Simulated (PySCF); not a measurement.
## Chromium: a sound run and one with changed settings

Sound run: Cr⁺ [Ar] 3d5, Cr²⁺ [Ar] 3d4. All numbers are calculated (PySCF 2.14, the non-relativistic Hamiltonian (point nucleus), in aug-cc-pVDZ). The sound run starts from symmetry-adapted Hartree-Fock orbitals and uses a fine grid where one is needed.

Changed run: 14 angular points. This setting is unsound on purpose.

| species | method | sound run (hartree) | changed run (hartree) | converged |
| --- | --- | --- | --- | --- |
| Cr⁺ | UHF | -1043.13787 | -1043.13787 | yes |
| Cr⁺ | BP86 | -1044.31948 | -1044.31948 | yes |
| Cr⁺ | M06-2X | -1044.14359 | -1044.14359 | yes |
| Cr²⁺ | UHF | -1042.57979 | -1042.57979 | yes |
| Cr²⁺ | BP86 | -1043.68643 | -1043.70882 | yes |
| Cr²⁺ | M06-2X | -1043.54164 | -1043.53898 | yes |

Ionisation energy of Cr⁺:

```csv
method,sound run (eV),changed run (eV)
UHF,15.186,15.186
BP86,17.226,16.617
M06-2X,16.380,16.452
```

A coarse angular grid integrates products of high-l functions wrongly, so density functionals can shift, and the SCF can exploit the error; Hartree-Fock and MP2 need no grid.

For comparison, NIST gives 16.486 eV between the lowest levels.
